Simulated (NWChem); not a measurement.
System: B$_{2}$, triplet; SMILES [B][B]

Input file for NWChem:

```
start job
memory heap 200 mb stack 700 mb global 900 mb
geometry units angstroms noautoz
  B      0.000000     0.000000    -0.812772
  B      0.000000     0.000000     0.812772
end
basis spherical
  * library cc-pvqz
end
dft
  odft
  mult 3
  xc xtpss03 ctpss03
  iterations 150
  mulliken
end
task dft energy
```

Excerpt of the output:

```
             Northwest Computational Chemistry Package (NWChem) 7.3.0
             --------------------------------------------------------

 ORDER OF PRIMARY AXIS IS BEING SET TO 4
 D4H symmetry detected

                             Geometry "geometry" -> ""
                             -------------------------

 Output coordinates in angstroms (scale by  1.889725989 to convert to a.u.)

  No.       Tag          Charge          X              Y              Z
 ---- ---------------- ---------- -------------- -------------- --------------
    1 B                    5.0000     0.00000000     0.00000000    -0.81277200
    2 B                    5.0000     0.00000000     0.00000000     0.81277200

 Effective nuclear repulsion energy (a.u.)       8.1384639388

      Symmetry information
      --------------------

 Group name             D4h
 Group number             28
 Group order              16
 No. of unique centers     1

                                 NWChem DFT Module
                                 -----------------

 Summary of "ao basis" -> "ao basis" (spherical)
 ------------------------------------------------------------------------------
       Tag                 Description            Shells   Functions and Types
 ---------------- ------------------------------  ------  ---------------------
 B                          cc-pvqz                 15       55   5s4p3d2f1g

      Symmetry analysis of basis
      --------------------------

        a1g        16
        a1u         1
        a2g         1
        a2u        16
        b1g         6
        b1u         6
        b2g         6
        b2u         6
        eg         26
        eu         26

            General Information
            -------------------
          SCF calculation type: DFT
          Wavefunction type:  spin polarized.
          No. of atoms     :     2
          No. of electrons :    10
           Alpha electrons :     6
            Beta electrons :     4
          Charge           :     0
          Spin multiplicity:     3
          Use of symmetry is: on ; symmetry adaption is: on
          Maximum number of iterations: 150
          AO basis - number of functions:   110
                     number of shells:    30
          Convergence on energy requested:  1.00D-06
          Convergence on density requested:  1.00D-05
          Convergence on gradient requested:  5.00D-04

              XC Information
              --------------
                  TPSS metaGGA Exchange Functional  1.000
             TPSS03 metaGGA Correlation Functional  1.000

             Grid Information
             ----------------
          Grid used for XC integration:  medium
          Radial quadrature: Mura-Knowles
          Angular quadrature: Lebedev.
          Tag              B.-S. Rad. Rad. Pts. Rad. Cut. Ang. Pts.
          ---              ---------- --------- --------- ---------
          B                   0.85       49           9.0       434
          Grid pruning is: on
          Number of quadrature shells:    49
          Spatial weights used:  Erf1

      Superposition of Atomic Density Guess
      -------------------------------------

 Sum of atomic energies:         -49.07053775

      Non-variational initial energy
      ------------------------------

 Total energy =     -49.184424
 1-e energy   =     -80.794736
 2-e energy   =      23.471848
 HOMO         =      -0.110502
 LUMO         =      -0.110502

 !!!!!!!!!!!!!!!!!!!!!!!!!!!!!!!!!!!!!!!!!!!!!!!!!!!!!!!!!!!!!!!!!!!!!!
 Warning - the HOMO and LUMO are degenerate and you are using symmetry.
 This can lead to non-variational energies and poor convergence.
 Modify the initial guess, or use an open-shell wavefunction, or turn
 off symmetry.
 !!!!!!!!!!!!!!!!!!!!!!!!!!!!!!!!!!!!!!!!!!!!!!!!!!!!!!!!!!!!!!!!!!!!!!

   Symmetry analysis of molecular orbitals - initial alpha
   -------------------------------------------------------

 !! scf_movecs_sym_adapt:   28 vectors were symmetry contaminated

  Symmetry fudging

 !! scf_movecs_sym_adapt:   22 vectors were symmetry contaminated

  Numbering of irreducible representations:

     1 a1g         2 a1u         3 a2g         4 a2u         5 b1g
     6 b1u         7 b2g         8 b2u         9 eg         10 eu

  Orbital symmetries:

     1 a1g         2 a2u         3 a1g         4 a2u         5 eu
     6 eu          7 a1g         8 eg          9 eg         10 a2u
    11 a1g        12 eu         13 eu         14 a1g        15 eg
    16 eg

   Symmetry analysis of molecular orbitals - initial beta
   ------------------------------------------------------

 !! scf_movecs_sym_adapt:   28 vectors were symmetry contaminated

  Symmetry fudging

 !! scf_movecs_sym_adapt:   22 vectors were symmetry contaminated

  Numbering of irreducible representations:

     1 a1g         2 a1u         3 a2g         4 a2u         5 b1g
     6 b1u         7 b2g         8 b2u         9 eg         10 eu

  Orbital symmetries:

     1 a1g         2 a2u         3 a1g         4 a2u         5 eu
     6 eu          7 a1g         8 eg          9 eg         10 a2u
    11 a1g        12 eu         13 eu         14 a1g        15 eg
    16 eg

     ---------------------------------------------
      Total Density - Mulliken Population Analysis
     ---------------------------------------------

    Atom       Charge   Shell Charges
 -----------   ------   -------------------------------------------------------
    1 B    5     5.00   1.99 -0.03  0.40  0.96  0.33  0.07  0.30  0.55  0.38  0.00  0.01  0.02  0.00  0.00  0.00
    2 B    5     5.00   1.99 -0.03  0.40  0.96  0.33  0.07  0.30  0.55  0.38  0.00  0.01  0.02  0.00  0.00  0.00

     --------------------------------------------
      Spin Density - Mulliken Population Analysis
     --------------------------------------------

    Atom       Charge   Shell Charges
 -----------   ------   -------------------------------------------------------
    1 B    5     1.00  -0.00  0.00 -0.00 -0.00  0.00  0.06  0.22  0.39  0.30  0.00  0.01  0.01  0.00  0.00  0.00
    2 B    5     1.00  -0.00  0.00 -0.00 -0.00  0.00  0.06  0.22  0.39  0.30  0.00  0.01  0.01  0.00  0.00  0.00

   convergence    iter        energy       DeltaE   RMS-Dens  Diis-err
 ---------------- ----- ----------------- --------- --------- ---------
 d= 0,ls=0.0,diis     1    -49.3987521664 -5.75D+01  2.81D-03  5.16D-02
                                                     2.04D-03  2.88D-02
 d= 0,ls=0.0,diis     2    -49.4295829318 -3.08D-02  9.12D-04  2.32D-02
                                                     1.33D-03  1.41D-02
 d= 0,ls=0.0,diis     3    -49.4442628570 -1.47D-02  2.24D-04  6.61D-04
                                                     4.92D-04  6.09D-04
 d= 0,ls=0.0,diis     4    -49.4448002616 -5.37D-04  4.80D-05  3.48D-05
                                                     1.42D-04  2.58D-05
 d= 0,ls=0.0,diis     5    -49.4448225164 -2.23D-05  6.74D-06  6.71D-07
                                                     2.09D-05  1.10D-06
 d= 0,ls=0.0,diis     6    -49.4448233746 -8.58D-07  1.49D-06  2.85D-08
                                                     1.45D-06  7.86D-09

         Total DFT energy =      -49.444823374558
      One electron energy =      -81.055978114686
           Coulomb energy =       31.371865630354
    Exchange-Corr. energy =       -7.899174829063
 Nuclear repulsion energy =        8.138463938837

 Numeric. integr. density =       10.000000235501

                  Occupations of the irreducible representations
                  ----------------------------------------------

                     irrep           alpha         beta
                     --------     --------     --------
                     a1g               2.0          2.0
                     a1u               0.0          0.0
                     a2g               0.0          0.0
                     a2u               2.0          2.0
                     b1g               0.0          0.0
                     b1u               0.0          0.0
                     b2g               0.0          0.0
                     b2u               0.0          0.0
                     eg                0.0          0.0
                     eu                2.0          0.0

                    DFT Final Alpha Molecular Orbital Analysis
                    ------------------------------------------

 Vector    4  Occ=1.000000D+00  E=-2.851181D-01  Symmetry=a2u
              MO Center=  1.7D-15, -1.5D-15, -5.1D-13, r^2= 2.7D+00
   Bfn.  Coefficient  Atom+Function         Bfn.  Coefficient  Atom+Function
  ----- ------------  ---------------      ----- ------------  ---------------
     4      0.500574  1 B  s                 59     -0.500574  2 B  s
     2      0.209244  1 B  s                  5      0.210102  1 B  s
    57     -0.209244  2 B  s                 60     -0.210102  2 B  s
     3      0.162979  1 B  s                 58     -0.162979  2 B  s
    11     -0.089016  1 B  pz                66     -0.089016  2 B  pz

 Vector    5  Occ=1.000000D+00  E=-2.251780D-01  Symmetry=eu
              MO Center=  7.1D-16, -2.6D-16, -2.4D-17, r^2= 2.0D+00
   Bfn.  Coefficient  Atom+Function         Bfn.  Coefficient  Atom+Function
  ----- ------------  ---------------      ----- ------------  ---------------
    12      0.269759  1 B  px                67      0.269759  2 B  px
     9      0.211770  1 B  px                64      0.211770  2 B  px
     6      0.104465  1 B  px                61      0.104465  2 B  px
    13     -0.099083  1 B  py                68     -0.099083  2 B  py
    15      0.097283  1 B  px                70      0.097283  2 B  px

 Vector    6  Occ=1.000000D+00  E=-2.251780D-01  Symmetry=eu
              MO Center=  3.1D-16, -1.2D-15, -5.6D-16, r^2= 2.0D+00
   Bfn.  Coefficient  Atom+Function         Bfn.  Coefficient  Atom+Function
  ----- ------------  ---------------      ----- ------------  ---------------
    13      0.269759  1 B  py                68      0.269759  2 B  py
    10      0.211770  1 B  py                65      0.211770  2 B  py
     7      0.104465  1 B  py                62      0.104465  2 B  py
    12      0.099083  1 B  px                67      0.099083  2 B  px
    16      0.097283  1 B  py                71      0.097283  2 B  py

 Vector    7  Occ=0.000000D+00  E=-1.888673D-01  Symmetry=a1g
              MO Center= -1.3D-16, -3.6D-16,  4.8D-15, r^2= 2.9D+00
   Bfn.  Coefficient  Atom+Function         Bfn.  Coefficient  Atom+Function
  ----- ------------  ---------------      ----- ------------  ---------------
    14      0.276632  1 B  pz                69     -0.276632  2 B  pz
    11      0.239930  1 B  pz                66     -0.239930  2 B  pz
     5     -0.219539  1 B  s                 60     -0.219539  2 B  s
     4     -0.148961  1 B  s                 59     -0.148961  2 B  s
    17      0.128845  1 B  pz                72     -0.128845  2 B  pz

 Vector    8  Occ=0.000000D+00  E=-5.720694D-02  Symmetry=eg
              MO Center= -3.3D-15, -6.9D-16, -1.8D-15, r^2= 3.0D+00
   Bfn.  Coefficient  Atom+Function         Bfn.  Coefficient  Atom+Function
  ----- ------------  ---------------      ----- ------------  ---------------
    15      0.428806  1 B  px                70     -0.428806  2 B  px
    12      0.367157  1 B  px                67     -0.367157  2 B  px
     9      0.242399  1 B  px                64     -0.242399  2 B  px
     6      0.119585  1 B  px                61     -0.119585  2 B  px
    16      0.103720  1 B  py                71     -0.103720  2 B  py

 Vector    9  Occ=0.000000D+00  E=-5.720694D-02  Symmetry=eg
              MO Center= -4.8D-16,  1.4D-15,  1.5D-15, r^2= 3.0D+00
   Bfn.  Coefficient  Atom+Function         Bfn.  Coefficient  Atom+Function
  ----- ------------  ---------------      ----- ------------  ---------------
    16      0.428806  1 B  py                71     -0.428806  2 B  py
    13      0.367157  1 B  py                68     -0.367157  2 B  py
    10      0.242399  1 B  py                65     -0.242399  2 B  py
     7      0.119585  1 B  py                62     -0.119585  2 B  py
    15     -0.103720  1 B  px                70      0.103720  2 B  px

                     DFT Final Beta Molecular Orbital Analysis
                     -----------------------------------------

 Vector    2  Occ=1.000000D+00  E=-6.674927D+00  Symmetry=a2u
              MO Center= -4.5D-17,  1.8D-17, -1.2D-14, r^2= 7.0D-01
   Bfn.  Coefficient  Atom+Function         Bfn.  Coefficient  Atom+Function
  ----- ------------  ---------------      ----- ------------  ---------------
     1      0.710147  1 B  s                 56     -0.710147  2 B  s

 Vector    3  Occ=1.000000D+00  E=-4.551662D-01  Symmetry=a1g
              MO Center=  1.5D-16,  1.8D-16,  1.8D-15, r^2= 1.1D+00
   Bfn.  Coefficient  Atom+Function         Bfn.  Coefficient  Atom+Function
  ----- ------------  ---------------      ----- ------------  ---------------
     4      0.318400  1 B  s                 59      0.318400  2 B  s
     2      0.206084  1 B  s                 57      0.206084  2 B  s
     3      0.170251  1 B  s                 58      0.170251  2 B  s
    11      0.095519  1 B  pz                66     -0.095519  2 B  pz
     5      0.084735  1 B  s                 60      0.084735  2 B  s

 Vector    4  Occ=1.000000D+00  E=-2.483609D-01  Symmetry=a2u
              MO Center= -4.6D-31,  2.0D-30, -2.0D-15, r^2= 3.0D+00
   Bfn.  Coefficient  Atom+Function         Bfn.  Coefficient  Atom+Function
  ----- ------------  ---------------      ----- ------------  ---------------
     4      0.424627  1 B  s                 59     -0.424627  2 B  s
     2      0.185173  1 B  s                 57     -0.185173  2 B  s
     3      0.143379  1 B  s                 14     -0.143857  1 B  pz
    58     -0.143379  2 B  s                 69     -0.143857  2 B  pz
     5      0.124925  1 B  s                 60     -0.124925  2 B  s

 Vector    5  Occ=0.000000D+00  E=-1.813104D-01  Symmetry=a1g
              MO Center= -1.8D-17, -4.3D-15, -2.4D-15, r^2= 3.0D+00
   Bfn.  Coefficient  Atom+Function         Bfn.  Coefficient  Atom+Function
  ----- ------------  ---------------      ----- ------------  ---------------
    14      0.279390  1 B  pz                69     -0.279390  2 B  pz
    11      0.231049  1 B  pz                66     -0.231049  2 B  pz
     5     -0.226749  1 B  s                 60     -0.226749  2 B  s
     4     -0.153178  1 B  s                 59     -0.153178  2 B  s
    17      0.133830  1 B  pz                72     -0.133830  2 B  pz

 Vector    6  Occ=0.000000D+00  E=-1.456081D-01  Symmetry=eu
              MO Center=  6.8D-17,  4.5D-15,  3.0D-15, r^2= 2.4D+00
   Bfn.  Coefficient  Atom+Function         Bfn.  Coefficient  Atom+Function
  ----- ------------  ---------------      ----- ------------  ---------------
    13      0.270119  1 B  py                68      0.270119  2 B  py
    10      0.197326  1 B  py                65      0.197326  2 B  py
    16      0.159000  1 B  py                71      0.159000  2 B  py
     7      0.107008  1 B  py                62      0.107008  2 B  py

 Vector    7  Occ=0.000000D+00  E=-1.456081D-01  Symmetry=eu
              MO Center= -1.0D-15, -1.2D-16, -1.8D-15, r^2= 2.4D+00
   Bfn.  Coefficient  Atom+Function         Bfn.  Coefficient  Atom+Function
  ----- ------------  ---------------      ----- ------------  ---------------
    12      0.270119  1 B  px                67      0.270119  2 B  px
     9      0.197326  1 B  px                64      0.197326  2 B  px
    15      0.159000  1 B  px                70      0.159000  2 B  px
     6      0.107008  1 B  px                61      0.107008  2 B  px

     ---------------------------------------------
      Total Density - Mulliken Population Analysis
     ---------------------------------------------

[...]
```

Level: TPSS/cc-pVQZ, spin-unrestricted. The geometry was optimised at PBE0/def2-SVP, spin-unrestricted. No stability test was run on the SCF state.
